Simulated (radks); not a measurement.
Tm LXI, configuration [He] 2s2 2p5. Calculated with a radial shooting solver on a logarithmic mesh with Libxc functionals: Dirac Kohn-Sham, PBE, spin-unpolarised, spherical densities, finite nucleus; open shells fill j = l - 1/2 first; Fermi nuclear charge, rms radius 5.2256 fm.

Unscreened Slater integrals over Kohn-Sham orbitals (cm^-1). Large and small components are both included.

F0(2p3/2,2p3/2): 2651800
F2(2p3/2,2p3/2): 1266800
F0(2p3/2,2p1/2): 2778300
G2(2p3/2,2p1/2): 1239400
F0(2p3/2,2s1/2): 2501200
G1(2p3/2,2s1/2): 1408900
F0(2p3/2,1s1/2): 3596900
G1(2p3/2,1s1/2): 639090
F0(2p1/2,2p1/2): 2931500
F0(2p1/2,2s1/2): 2605700
G1(2p1/2,2s1/2): 1365700
F0(2p1/2,1s1/2): 4043600
G1(2p1/2,1s1/2): 714850
F0(2s1/2,2s1/2): 2409700
F0(2s1/2,1s1/2): 3459500
G0(2s1/2,1s1/2): 401830
F0(1s1/2,1s1/2): 1.0417e+07
